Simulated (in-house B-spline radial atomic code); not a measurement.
Radial electron density of Ni³⁺, [Ne] 3s2 3p5 3d8. Method: Dirac-Hartree-Fock, average of configuration, Fermi nucleus of rms radius 3.7757 fm, inside a hard spherical wall at 7.88 bohr. Calculated with an all-electron radial atomic-structure program (B-spline basis).

Columns: r (bohr), 4πr²n(r) (electrons per bohr), bar.

```
 0.00208   0.8251 #
 0.00249    1.147 #
 0.00297    1.577 ##
 0.00355    2.164 ##
 0.00424    2.949 ###
 0.00507    3.995 #####
 0.00606    5.359 ######
 0.00724    7.108 ########
 0.00865    9.308 ###########
  0.0103    11.95 ##############
  0.0124    15.29 ##################
  0.0148    18.91 ######################
  0.0176    22.73 ##########################
  0.0211    26.73 ###############################
  0.0252    30.23 ###################################
  0.0301    32.82 ######################################
   0.036    34.04 #######################################
   0.043    33.62 #######################################
  0.0514    31.73 #####################################
  0.0614    29.12 ##################################
  0.0734    27.01 ###############################
  0.0877    26.72 ###############################
   0.105    28.98 #################################
   0.125       33 ######################################
    0.15    37.05 ###########################################
   0.179    38.24 ############################################
   0.214    35.07 ########################################
   0.255    28.43 #################################
   0.305    21.08 ########################
   0.365    16.64 ###################
   0.436    16.46 ###################
   0.521    18.68 #####################
   0.623    20.05 #######################
   0.744     18.5 #####################
   0.889    14.37 #################
    1.06    9.484 ###########
    1.27    5.272 ######
    1.52    2.527 ###
    1.81     1.07 #
    2.17   0.3674 
    2.59   0.1039 
    3.09  0.02214
```

On this grid the curve has 3 maxima, near 0.036, 0.179, 0.623 bohr.

The 3p3/2 radial function P(r) = rR(r), positive near the nucleus, with its small component Q(r) (sign convention: Q ≈ (P' + κP/r)/2c):

```csv
r (bohr),P,Q
0.00249,0.001507,-7.713e-05
0.00355,0.003008,-0.0001538
0.00507,0.005984,-0.0003058
0.00724,0.01179,-0.0006022
0.0103,0.02279,-0.001162
0.0148,0.04403,-0.002241
0.0211,0.08169,-0.004148
0.0301,0.1462,-0.007409
0.043,0.2486,-0.0126
0.0614,0.3912,-0.01994
0.0877,0.5492,-0.02861
0.125,0.6435,-0.03569
0.179,0.5379,-0.03637
0.255,0.1188,-0.02671
0.365,-0.5562,-0.008388
0.521,-1.12,0.008632
0.744,-1.19,0.0146
1.06,-0.7963,0.01036
1.52,-0.3226,0.004097
2.17,-0.07173,0.0008751
3.09,-0.007165,8.386e-05
```
